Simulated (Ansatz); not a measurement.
WS2F2⁺, relaxed as a doublet with UKS PBE-D4/def2-SVP in Ansatz, starting from the PBE-D4/def2-SVP geometry of the neutral singlet. Force threshold 0.02 eV/Å.

In the def2 sets W takes a core potential; there is no spin–orbit coupling.

Start:

```tsv
atom	x (Å)	y (Å)	z (Å)
W1	0.062	-0.060	-0.084
S2	-0.197	2.061	0.034
S3	-0.993	-0.906	1.574
F4	1.877	-0.436	0.130
F5	-0.749	-0.658	-1.654
```

Problem. Estimate the energy that the relaxation releases and the steps that it takes.

Solution. 0.15 eV, in 4 steps; 15 s on 4 threads of Arm Neoverse N1 on a shared host. No frequencies were taken in this run, so the end may be a saddle point.

Problem. Does the start keep its bonding and symmetry?

Solution. By distances, no bond broke or formed. The bond that changes most is W1–F4, from 1.87 to 1.84 Å (atoms count from 1). Point group C2v at the start, C2v at the end, both within 0.05 Å.

Problem. Predict the relaxed structure.

Solution. 
```xyz
5

W     0.106   -0.103   -0.144
S    -0.271    2.004    0.150
S    -1.013   -0.759    1.584
F     1.893   -0.461    0.091
F    -0.716   -0.681   -1.682
```
Bond lengths: 2 × S–W 2.16 Å; 2 × F–W 1.84 Å.
